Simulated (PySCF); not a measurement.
SMILES OB(O)[O][GeH3] at its PBE0/def2-SVP optimised geometry (Å):

```
10

Ge     1.2676    -1.3078    -0.0055
O      0.2769     0.1902     0.0000
B     -1.0841     0.1902     0.0000
O     -1.7843     1.3635     0.0000
O     -1.7610    -0.9979    -0.0006
H      0.9639    -2.1191     1.2636
H      0.9629    -2.1098    -1.2803
H      2.7142    -0.7927    -0.0042
H     -1.1887     2.1191    -0.0001
H     -2.7142    -0.8704    -0.0009
```

Level of theory: PBE0/def2-TZVP (PySCF).

Map of the HOMO amplitude (bohr^(-3/2)) on the plane z = 0.6 Å; orbital energy -8.75 eV, overall sign arbitrary:

```
|333333333333333333333333333|
|333333333333333333333333333|
|333333333333333333333333333|
|333333333333333333333333333|
|333333333333333333333333333|
|333333333333333333333333333|
|333333333333333333333333333|
|333333322223333333333333333|
|333333221123333333333333333|
|333333210023333333333333333|
|333333210023444433333333333|
|333333221124566543333333333|
|333333322234699643333333333|
|333333332334699643333333333|
|333333322234566543333333333|
|333333321233444322233333333|
|333333321223333211223333333|
|333333322233322111223333333|
|333333333333321001223333333|
|333333333333322111223333333|
|333333333333322222233333333|
|333333333333332222333333333|
|333333333333333333333333333|
|333333333333333333333333333|
|333333333333333333333333333|
|333333333333333333333333333|
|333333333333333333333333333|
```
Scale: ten equal steps from -0.105 (start of '0') to 0.200 (end of '9'), in the order '0123456789'; x runs from -5.00 to 5.00, y from -5.00 (bottom) to 5.00 (top).
